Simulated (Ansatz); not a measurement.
Saddle point of SiH3BrClF, closed shell (SiH₂ClF ([F][SiH2][Cl]) + HBr → SiH₂BrCl ([Cl][SiH2][Br]) + HF; bonds formed: Si1–Br7, F2–H6; bonds broken: Si1–F2, H6–Br7), PBE0-D4/def2-TZVP structure:

```csv
atom,x (Å),y (Å),z (Å)
Si1,-0.1604,0.5218,0.1720
F2,0.4360,-1.2998,0.5144
H3,-1.3379,1.1646,-0.4325
H4,1.1389,1.2014,0.1500
Cl5,-0.7927,0.5133,2.1445
H6,0.5374,-1.5119,-0.4746
Br7,0.1785,-0.5891,-2.0738
```

Energies are electronic, without zero-point energy. Barriers and step energies count from the start structure reached by relaxing down the imaginary mode; all methods use the PBE0-D4 structures, on which another method's saddle can fall below an end. Ansatz 0.2.0; basis: def2-TZVPP, with def2-QZVPP for the basis limit; cores frozen in the correlated methods. Filled d shells of the heavier atoms are correlated. The def2 sets are not built for correlating such inner shells, so the correlated values are less sure here. B3LYP uses VWN-RPA correlation. Extrapolation: Hartree–Fock as exp(−7.88 √X), correlation as X^−2.97.

| method | barrier (kJ/mol) | step energy (kJ/mol) |
| --- | --- | --- |
| SPW92 | 94.9 | 34.2 |
| PBE-D4 | 123.6 | 32.2 |
| BLYP-D4 | 146.9 | 45.4 |
| r2SCAN-D4 | ? | 43.9 |
| B97M-V | 163.5 | 52.6 |
| PBE0-D4 | 139.0 | 33.7 |
| B3LYP-D4 | 157.2 | 46.3 |
| r2SCAN0-D4 | 149.6 | 42.2 |
| BHLYP-D4 | 174.6 | 49.7 |
| CAM-B3LYP-D4 | 162.7 | 53.2 |
| wB97X-V | 158.1 | 46.2 |
| wB97M-V | ? | 44.7 |
| B2PLYP | 163.4 | 48.8 |
| PBE-QIDH | ? | 38.3 |
| RPA on PBE | 170.4 | 52.4 |
| HF | 223.7 | 61.6 |
| MP2 | 158.4 | 41.2 |
| CCSD | 178.0 | 50.1 |
| CCSD(T) | 167.2 | 47.3 |

Question: Fill in the withheld barriers. (To be estimated.)

Answer: The calculation gives: PBE-QIDH 152.9; r2SCAN-D4 141.3; wB97M-V 149.9 kJ/mol. Each is the energy of the saddle less that of the start structure, by the same method.

For comparison, the barrier by CCSD(T) at an estimated basis limit (MP2 extrapolated from triple and quadruple zeta, plus CCSD(T) − MP2 in triple zeta) is 160.3 kJ/mol.

The T1 diagnostic stays at or below 0.010.

Labels in which every atom is bracketed show which atoms are joined, not bond orders.

For scale, one of the runs: CCSD(T)/def2-TZVPP, 205 basis functions (an equivalent command: `ansatz run in.yaml --threads 4`). Time: 67 s of wall clock on 4 CPU threads; the host was shared. Peak host memory: 2.6 GiB.
